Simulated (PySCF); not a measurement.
Zn: excitation energy

Zn [Ar] 3d10 4s2 (1S) → Zn [Ar] 3d10 4s1 5s1, s spin flipped, as a difference of total energies. Computed with PySCF 2.14 in aug-cc-pVQZ-DK (9s8p6d4f3g2h, 140 functions), with scalar relativity by spin-free X2C-1e. Correlated levels: valence: [Ar] frozen. The calculations carry no spin-orbit coupling.

```csv
method,excitation energy (eV)
UHF,0.000
LDA,0.000
PBE,0.000
PBE0,0.000
r2SCAN,0.000
B2PLYP,0.000
MN15,0.000
BHandHLYP,0.000
MP2 (valence),0.000
SCS-MP2 (valence),0.000
```

The upper determinant mixes two multiplicities, so it lies between the two terms.

The promoted electron is Rydberg-like, and one or two diffuse shells describe it only roughly, which tends to raise the upper state.
